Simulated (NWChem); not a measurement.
## Correlation energy of hydronium (H3O (+1))

```xyz
4

O      0.0000     0.0774     0.0000
H     -0.4720    -0.2067     0.8177
H     -0.4720    -0.2067    -0.8177
H      0.9443    -0.2062     0.0000
```
Charge +1, spin multiplicity 1.

Program: NWChem. Structure: optimised with B3LYP/def2-SVP, a minimum by its harmonic frequencies.

Basis set: def2-TZVP. Each correlation energy counts from its own Hartree-Fock reference.

```csv
method,correlation energy (mHa),difference from CCSD(T)
MP2,-249.0,+15.6
SCS-MP2,-247.4,+17.1
CR-CCSD[T],-263.9,+0.6
CR-CCSD(T),-263.8,+0.8
CCSD,-258.2,+6.3
CCSD+T(CCSD),-264.7,-0.2
CCSD(T),-264.6,0.0
```

The values span 17.3 mHa, from CCSD+T(CCSD) (lowest) to SCS-MP2 (highest). 

The correlated methods keep 1 core orbital frozen. No row is a measurement; the coupled-cluster row has its own basis-set and correlation limits.
